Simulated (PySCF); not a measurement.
C2H6Si, SMILES C[Si]C (connectivity only; charge and spin as stated), charge +1, multiplicity 2. Atoms are numbered in the order given.

```xyz
9

Si     0.0000     0.0000    -0.5531
C     -1.6019     0.0067     0.3611
H     -2.4614     0.2621    -0.2714
H     -1.5227     0.6992     1.2177
H     -1.7421    -1.0182     0.7587
C      1.6019    -0.0067     0.3611
H      1.5227    -0.6992     1.2177
H      1.7421     1.0182     0.7587
H      2.4614    -0.2621    -0.2714
```
Charge +1, spin multiplicity 2.

Geometry optimised at PBE-D3(BJ)/def2-TZVP. The spin state was assumed, not searched. The isomer is the one that the SMILES or the coordinates give; other isomers of the formula were not compared.

Two levels are set side by side: PBE/pcH-1 (PySCF) and PBE0/pcH-1 (PySCF). Contact hyperfine couplings, same geometry. Differences are taken from unrounded values.

```
quantity                          PBE0     PBE  PBE minus PBE0
------------------------------  ------  ------  --------------
A(iso) of 29Si, atom Si1 (MHz)  -589.0  -556.8            32.2
A(iso) of 13C, atom C2 (MHz)      55.6    53.3            -2.3
A(iso) of 1H, atom H3 (MHz)       -0.6     0.9             1.5
A(iso) of 1H, atom H4 (MHz)       37.2    40.2             3.0
A(iso) of 1H, atom H5 (MHz)        3.1     3.9             0.8
A(iso) of 13C, atom C6 (MHz)      55.6    53.3            -2.3
A(iso) of 1H, atom H7 (MHz)       37.2    40.2             3.0
A(iso) of 1H, atom H8 (MHz)        3.1     3.9             0.8
A(iso) of 1H, atom H9 (MHz)       -0.6     0.9             1.5
```

Rough cost on one machine, each run with all the roots and properties that it gave: PBE0 against PBE within a factor of 2.
